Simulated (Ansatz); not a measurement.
Harmonic frequencies (cm⁻¹) at PBE0-D4/def2-TZVP from Ansatz: 76, 90, 112, 177, 216, 237, 355, 448, 521, 522, 712, 723, 855, 929, 930, 2248, 2272, 2272.

Problem. Which molecule is it?
A. `[F][GeH2][SH]`
B. `[F][Ge]([F])([SiH3])[Cl]`
C. `F[Si](F)(Cl)[GeH3]`
D. `[NH2][Ge]([Cl])([Cl])[Cl]`

Solution. B.
